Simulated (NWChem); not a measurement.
System: InF cation, doublet; SMILES of the neutral closed-shell parent [F][In]

Excerpt of the output:

```
             Northwest Computational Chemistry Package (NWChem) 7.3.0
             --------------------------------------------------------

 ORDER OF PRIMARY AXIS IS BEING SET TO 4
 C4V symmetry detected

                             Geometry "geometry" -> ""
                             -------------------------

 Output coordinates in angstroms (scale by  1.889725989 to convert to a.u.)

  No.       Tag          Charge          X              Y              Z
 ---- ---------------- ---------- -------------- -------------- --------------
    1 In                  49.0000     0.00000000     0.00000000    -0.30268691
    2 F                    9.0000     0.00000000     0.00000000     1.64796209

 Effective nuclear repulsion energy (a.u.)     119.6356529590

      Symmetry information
      --------------------

 Group name             C4v
 Group number             18
 Group order               8
 No. of unique centers     2

                                 NWChem DFT Module
                                 -----------------

 Summary of "ao basis" -> "ao basis" (spherical)
 ------------------------------------------------------------------------------
       Tag                 Description            Shells   Functions and Types
 ---------------- ------------------------------  ------  ---------------------
 In                         def2-svp                10       26   4s4p2d
 F                          def2-svp                 6       14   3s2p1d

      Symmetry analysis of basis
      --------------------------

        a1         16
        a2          0
        b1          3
        b2          3
        e          18

            General Information
            -------------------
          SCF calculation type: DFT
          Wavefunction type:  spin polarized.
          No. of atoms     :     2
          No. of electrons :    29
           Alpha electrons :    15
            Beta electrons :    14
          Charge           :     1
          Spin multiplicity:     2
          Use of symmetry is: on ; symmetry adaption is: on
          Maximum number of iterations: 150
          AO basis - number of functions:    40
                     number of shells:    16
          Convergence on energy requested:  1.00D-06
          Convergence on density requested:  1.00D-05
          Convergence on gradient requested:  5.00D-04

              XC Information
              --------------
                         B3LYP Method XC Potential
                     Hartree-Fock (Exact) Exchange  0.200
                        Slater Exchange Functional  0.800 local
                    Becke 1988 Exchange Functional  0.720 non-local
              Lee-Yang-Parr Correlation Functional  0.810
                  VWN I RPA Correlation Functional  0.190 local

             Grid Information
             ----------------
          Grid used for XC integration:  medium
          Radial quadrature: Mura-Knowles
          Angular quadrature: Lebedev.
          Tag              B.-S. Rad. Rad. Pts. Rad. Cut. Ang. Pts.
          ---              ---------- --------- --------- ---------
          In                  1.55      123           7.0       590
          F                   0.50       49           7.0       434
          Grid pruning is: on
          Number of quadrature shells:   172
          Spatial weights used:  Erf1

      Superposition of Atomic Density Guess
      -------------------------------------

 Sum of atomic energies:        -317.34281327

 Renormalizing density from      30.00 to     29

      Non-variational initial energy
      ------------------------------

 Total energy =    -284.634163
 1-e energy   =    -556.933267
 2-e energy   =     221.026682
 HOMO         =      -0.675550
 LUMO         =      -0.273083

   Symmetry analysis of molecular orbitals - initial alpha
   -------------------------------------------------------

 !! scf_movecs_sym_adapt:    6 vectors were symmetry contaminated

  Symmetry fudging

 !! scf_movecs_sym_adapt:    2 vectors were symmetry contaminated

  Numbering of irreducible representations:

     1 a1          2 a2          3 b1          4 b2          5 e

  Orbital symmetries:

     1 a1          2 a1          3 a1          4 e           5 e
     6 a1          7 a1          8 e           9 e          10 b1
    11 b2         12 a1         13 e          14 e          15 a1
    16 e          17 e          18 a1         19 a1         20 e
    21 e          22 a1         23 b2         24 b1         25 e

   Symmetry analysis of molecular orbitals - initial beta
   ------------------------------------------------------

 !! scf_movecs_sym_adapt:    6 vectors were symmetry contaminated

  Symmetry fudging

 !! scf_movecs_sym_adapt:    2 vectors were symmetry contaminated

  Numbering of irreducible representations:

     1 a1          2 a2          3 b1          4 b2          5 e

  Orbital symmetries:

     1 a1          2 a1          3 a1          4 e           5 e
     6 a1          7 a1          8 e           9 e          10 b1
    11 b2         12 a1         13 e          14 e          15 a1
    16 e          17 e          18 a1         19 a1         20 e
    21 e          22 a1         23 b2         24 b1         25 e

     ---------------------------------------------
      Total Density - Mulliken Population Analysis
     ---------------------------------------------

    Atom       Charge   Shell Charges
 -----------   ------   -------------------------------------------------------
    1 In  21    19.21   2.60 -0.60  0.83  0.27  3.23  2.78  0.07  0.01  9.90  0.13
    2 F    9     9.79   1.99  1.23  0.74  3.85  1.96  0.00

     --------------------------------------------
      Spin Density - Mulliken Population Analysis
     --------------------------------------------

[...]
```

Level: B3LYP/def2-SVP with def2 effective core potentials on In, spin-unrestricted. Structure relaxed at the PBE0/def2-SVP, spin-unrestricted level. The spin multiplicity was typed, not searched, and may not be the lowest. No stability test was run on the SCF state. def2 effective core potentials on In; no spin-orbit coupling.

Reconstruct the input file.

One answer among several that fit: the input that was run:
```
start job
memory heap 200 mb stack 900 mb global 1100 mb
charge 1
geometry units angstroms noautoz
  In     0.000000     0.000000    -0.186534
  F      0.000000     0.000000     1.764115
end
basis spherical
  * library def2-svp
end
ecp
  In library def2-ecp
end
dft
  odft
  mult 2
  xc b3lyp
  iterations 150
  mulliken
end
task dft energy
```
